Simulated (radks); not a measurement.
Values are calculated unless marked as measured or tabulated.
Task: W, configuration [Xe] 4f14 5d4 6s2. Code: a radial shooting solver on a logarithmic mesh with Libxc functionals. Model: Dirac Kohn-Sham, LDA (Slater exchange, Perdew-Wang correlation), spin-unpolarised, spherical densities, point nucleus; open shells fill j = l - 1/2 first. Some entries of the table are withheld. Estimate them.

orbital,occ.,eigenvalue (eV),<1/r> (bohr^-1)
1s1/2,2,-69340.86,87.06
2s1/2,2,-11960.62,(1)
2p1/2,2,-11440.53,21.15
2p3/2,4,-10089.13,17.76
3s1/2,2,-2753.472,7.771
3p1/2,2,(2),7.689
3p3/2,4,(3),6.813
3d3/2,4,-1837.691,6.709
3d5/2,6,-1774.112,6.503
4s1/2,2,-566.8659,3.270
4p1/2,2,-470.7155,3.160
4p3/2,4,-402.7709,2.853
4d3/2,4,-244.6229,2.639
4d5/2,6,-232.1044,2.565
5s1/2,2,-78.5904,1.266
5p1/2,2,-50.0483,(4)
5p3/2,4,-40.1575,(5)
4f5/2,6,-34.0381,(6)
4f7/2,8,-31.7973,(7)
6s1/2,2,-5.7954,0.3995
5d3/2,4,-4.8499,0.6553
5d5/2,0,-4.1317,0.6250

Result: 
(1) 2s1/2 <1/r> (bohr^-1): 21.18
(2) 3p1/2 eigenvalue (eV): -2521.501
(3) 3p3/2 eigenvalue (eV): -2229.360
(4) 5p1/2 <1/r> (bohr^-1): 1.134
(5) 5p3/2 <1/r> (bohr^-1): 1.024
(6) 4f5/2 <1/r> (bohr^-1): 2.101
(7) 4f7/2 <1/r> (bohr^-1): 2.069
